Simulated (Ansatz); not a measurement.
Stepwise reaction of `N[Si](N)(O)O` with hydrogen, as a gas-phase model of exchange steps in deposition or etching. ΔE in kJ/mol; ΔG adds harmonic PBE0-D4 terms to CCSD(T)/CBS, at 1 bar.

Computed with Ansatz on PBE0-D4/def2-TZVP structures; ΔE is electronic, products minus reactants. CBS: MP2 limit from def2 TZ/QZ plus the TZ coupled-cluster correction, frozen cores. This one scheme is used for every species. Functionals use def2-TZVPP. B3LYP here is the variant with VWN-RPA as its local correlation; programs differ in this. Each species was taken in one conformer, which may not be the lowest.

```tsv
step	reaction	PBE-D4	B3LYP-D4	ωB97M-V	CCSD(T)/CBS	ΔG(400 K)
1	`N[Si](N)(O)O` + H₂ → `N[SiH](O)O` + NH₃	48.2	53.1	54.4	52.3	59.4
2	`N[SiH](O)O` + H₂ → `O[SiH2]O` + NH₃	48.8	51.2	52.9	52.3	55.7
```

(1) By hand: ΔE of the 2 steps together at CCSD(T)/CBS.

## Answers

(1) (52.3) + (52.3) = 104.6 kJ/mol, or 52.3 kJ/mol a step.

In ΔE the steps differ by no more than 0.0 kJ/mol. All are uphill at CCSD(T)/CBS. ΔG lies between 55.7 and 59.4 kJ/mol a step. PBE-D4 differs from CCSD(T)/CBS by -4.1 to -3.5 kJ/mol a step. Isolated molecules leave out the surface, adducts and barriers. Largest T1 diagnostic: 0.011.
